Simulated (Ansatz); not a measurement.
Wavefunction ladder for CH$_{3}$BFNO (`C=NB(O)F`)

```xyz
8

C    -0.6450    1.0874   -0.7385
N     0.3551    0.4806   -0.2960
B     0.5953   -0.8522    0.1515
O     0.5882   -1.2110    1.4595
F     0.9465   -1.7836   -0.7300
H    -0.5687    2.1386   -1.0351
H    -1.6358    0.6278   -0.8595
H     0.3644   -0.4876    2.0482
```

Total charge 0; spin multiplicity 1. The geometry is a stationary point of PBE0-D4/def2-TZVP. It is one conformer, not always the lowest. Frozen core, restricted reference, the Gaussian-basis code of Ansatz. CBS rows extrapolate triple and quadruple zeta; past MP2 they add the triple-zeta difference.

```tsv
basis	HF (Eh)	MP2 corr.	CCSD corr.	(T)	CCSD(T) total
def2-SVP	-292.94876	-0.73548	-0.76275	-0.02046	-293.73197
def2-TZVPP	-293.30398	-0.93255	-0.94974	-0.03625	-294.28997
def2-QZVPP	-293.31748	-1.00709	–	–	–
CBS(def2)	-293.31934	-1.06229	-1.07947	as TZ	-294.43506
```
